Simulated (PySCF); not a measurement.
**A small calculation by hand: entropy of an ideal gas**

chloro(difluoro)methane (CHClF2), SMILES FC(F)Cl.

Geometry optimised at PBE0-D3(BJ)/def2-SVP.

PBE0-D3(BJ)/def2-SVP in PySCF gives the harmonic wavenumbers 372, 419, 616, 821, 1174, 1209, 1328, 1399, 3145 cm⁻¹ and the rotational temperatures 0.4965, 0.2307, 0.1675 K. The molar mass is 86.47 g/mol, the symmetry number 1, the spin multiplicity 1.

Q: Work out the entropy at 298.15 K and 1 atm in the rigid-rotor, harmonic-oscillator model.

A: 
Translation (Sackur–Tetrode at 1 atm): S = R[1.5 ln M + 2.5 ln T − 1.16487] = 164.4 J/(mol K).
Rotation: q = (√π/σ) T^1.5/√(θA θB θC) = 65900, S = R[ln q + 3/2] = 104.7 J/(mol K).
Vibration: with u = 1.4388 ν/T, each mode gives R[u/(e^u − 1) − ln(1 − e^−u)]:
```json
[
 {"ν (cm⁻¹)": "372", "modes": "1", "u": "1.80", "S (J/(mol K))": "4.48"},
 {"ν (cm⁻¹)": "419", "modes": "1", "u": "2.02", "S (J/(mol K))": "3.75"},
 {"ν (cm⁻¹)": "616", "modes": "1", "u": "2.97", "S (J/(mol K))": "1.77"},
 {"ν (cm⁻¹)": "821", "modes": "1", "u": "3.96", "S (J/(mol K))": "0.80"},
 {"ν (cm⁻¹)": "1174", "modes": "1", "u": "5.67", "S (J/(mol K))": "0.19"},
 {"ν (cm⁻¹)": "1209", "modes": "1", "u": "5.83", "S (J/(mol K))": "0.17"},
 {"ν (cm⁻¹)": "1328", "modes": "1", "u": "6.41", "S (J/(mol K))": "0.10"},
 {"ν (cm⁻¹)": "1399", "modes": "1", "u": "6.75", "S (J/(mol K))": "0.08"}
]
```
The stiffer modes add less than 0.005 each. Sum 11.3 J/(mol K).
Spin: R ln 1 = 0.0 J/(mol K).
Total 280.4 J/(mol K); the program's own thermochemistry gives 280.4. Translation makes up 59 % and vibration 4 %. Anharmonicity, hindered rotation and orbital degeneracy are left out.
